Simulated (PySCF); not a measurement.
Harmonic spectrum computed at PBE0 in the def2-TZVP basis family (core potentials from Rb on, PySCF, no spin–orbit coupling):

```tsv
symmetry	ω (cm⁻¹)	IR (km/mol)
a1	1624	82.0
a1	3854	6.4
b2	3961	50.2
```

Which molecule gave it? In each, all ligands are bound to the one heavy central atom.
A. CrH₂ (quintet)
B. BeH₂ (singlet)
C. BH₂ (doublet)
D. ZrH₂ (triplet)
E. H₂O (singlet)

E. It has C2v symmetry with O–H 0.960 Å (×2).
